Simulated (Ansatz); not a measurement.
Ansatz (an electronic-structure program) input (PBE/STO-3G):

Ansatz 0.2 input:
```yaml
crystal:
  periodic: [false, false, false]
  atoms:
    - {symbol: C, position_ang: [-1.72551300, -0.51086100, 0.16244200]}
    - {symbol: C, position_ang: [-0.56307400, 0.38637200, 0.42330800]}
    - {symbol: Si, position_ang: [1.12973700, 0.11756100, -0.25120000]}
    - {symbol: H, position_ang: [-2.54457600, 0.03103800, -0.32680100]}
    - {symbol: H, position_ang: [-2.14199600, -0.90517400, 1.09766600]}
    - {symbol: H, position_ang: [-1.46926400, -1.36260000, -0.47009300]}
    - {symbol: H, position_ang: [-0.76134800, 1.24840500, 1.05353600]}
    - {symbol: H, position_ang: [1.66560500, -1.20509700, 0.16933000]}
    - {symbol: H, position_ang: [2.04915000, 1.18076900, 0.21778100]}
    - {symbol: H, position_ang: [1.11764200, 0.11373300, -1.73912400]}
basis:
  gaussian:
    orbitals: STO-3G
hamiltonian:
  xc: {name: PBE}
magnetization: {spin_polarized: true, initial_magnetization: 1}
output: {forces: true}
```

Output:

```
Functional definition: PBE
integrals: 0.01 GiB planned
325 factors; integrals over basis functions are off by at most 4.0e-5 eV
mean field: 0.09 GiB planned
mean field evaluation 1: about -9938.3998 eV, gradient 1.2e1 eV
mean field evaluation 2: about -9938.5601 eV, gradient 1.1e1 eV
mean field evaluation 4: about -9939.3537 eV, gradient 4.2e-1 eV
mean field evaluation 8: about -9939.2726 eV, gradient 1.4e-2 eV
mean field -9939.27264619 eV, -365.2615326665 hartree, gradient 9.5e-6 eV, S^2 0.753772; 0 other end points of the search recorded, 0 dependent functions left out
the calculation of the forces begins
reference -9939.27266825 eV, -365.2615334772 hartree; 17, 16 occupied and 9, 10 virtual orbitals, 325 factors
Total energy: -9939.27266825 eV, -365.2615334772 hartree
Atom 0 at    -1.725513    -0.510861     0.162442 Å, force    -0.277223    -0.138212    -0.015103 eV/Å
Atom 1 at    -0.563074     0.386372     0.423308 Å, force     0.824935     0.077766    -0.184116 eV/Å
Atom 2 at     1.129737     0.117561    -0.251200 Å, force     0.851987    -0.185712    -0.372194 eV/Å
Atom 3 at    -2.544576     0.031038    -0.326801 Å, force    -0.481346     0.267160    -0.290475 eV/Å
Atom 4 at    -2.141996    -0.905174     1.097666 Å, force    -0.255072    -0.255613     0.507137 eV/Å
Atom 5 at    -1.469264    -1.362600    -0.470093 Å, force     0.141450    -0.467859    -0.346977 eV/Å
Atom 6 at    -0.761348     1.248405     1.053536 Å, force    -0.171307     0.548872     0.413513 eV/Å
Atom 7 at     1.665605    -1.205097     0.169330 Å, force    -0.235355     0.583342    -0.159484 eV/Å
Atom 8 at     2.049150     1.180769     0.217781 Å, force    -0.392311    -0.455012    -0.200300 eV/Å
Atom 9 at     1.117642     0.113733    -1.739124 Å, force    -0.005758     0.025268     0.647998 eV/Å
Dipole moment:    -0.063547    -0.001473     0.016813 e Å
```

The geometry given is a B3LYP-D3(BJ)/def2-TZVP minimum.
